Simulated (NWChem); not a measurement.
# CH₄MgSe; SMILES [Mg]([SeH])[CH3]

```xyz
7

Mg     0.0093    -1.1716     0.0001
C      0.0186    -3.2585     0.0002
H     -0.8517    -3.6704    -0.5384
H     -0.0080    -3.6683     1.0241
H      0.9221    -3.6609    -0.4887
Se     0.0340     1.2743     0.0000
H     -1.4403     1.2840    -0.0001
```
Atoms are numbered in this order, from 1.

Program: NWChem. The geometry was optimised at PBE0/def2-SVP. Vertical excitations in the gas phase.

Task: Predict the results for PBE/def2-SVP, TDA. Quantities: lowest excitation, singlet (eV); oscillator strength of that lowest state; orbital gap (eV).

Result: lowest excitation, singlet (eV): 3.96
oscillator strength of that lowest state: 0.048
orbital gap (eV): 3.87
